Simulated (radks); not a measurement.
Task: Os II, configuration [Xe] 4f14 5d6.5 6s0.5 (fractional occupations, a model configuration). All-electron calculation, Dirac Kohn-Sham, PBE, spin-unpolarised, spherical densities, finite nucleus; open shells are shared between the two j in proportion to 2j + 1; Fermi nuclear charge, rms radius 5.4126 fm. Program: a radial shooting solver on a logarithmic mesh with Libxc functionals.

Spin-orbit splittings of the eigenvalues, e(l+1/2) - e(l-1/2), with zeta = 2 splitting/(2l+1) and mean radii in bohr:

| shell | occ. | splitting (eV) | zeta (eV) | <r> j=l-1/2 | <r> j=l+1/2 |
|---|---|---|---|---|---|
| 2p | 6 | 1531 | 1021 | 0.06130 | 0.06950 |
| 3p | 6 | ? | ? | 0.1835 | 0.1986 |
| 3d | 10 | 72.33 | 28.93 | 0.1734 | 0.1781 |
| 4p | 6 | 78.42 | 52.28 | 0.4357 | 0.4693 |
| 4d | 10 | 14.53 | 5.811 | 0.4824 | 0.4938 |
| 4f | 14 | 2.805 | 0.8013 | 0.5527 | 0.5609 |
| 5p | 6 | 12.16 | 8.104 | 1.102 | 1.204 |
| 5d | 6.5 | 1.054 | 0.4218 | 1.744 | 1.816 |

Estimate the 3p splitting.

Result: 333.9 eV (zeta = 222.6 eV).
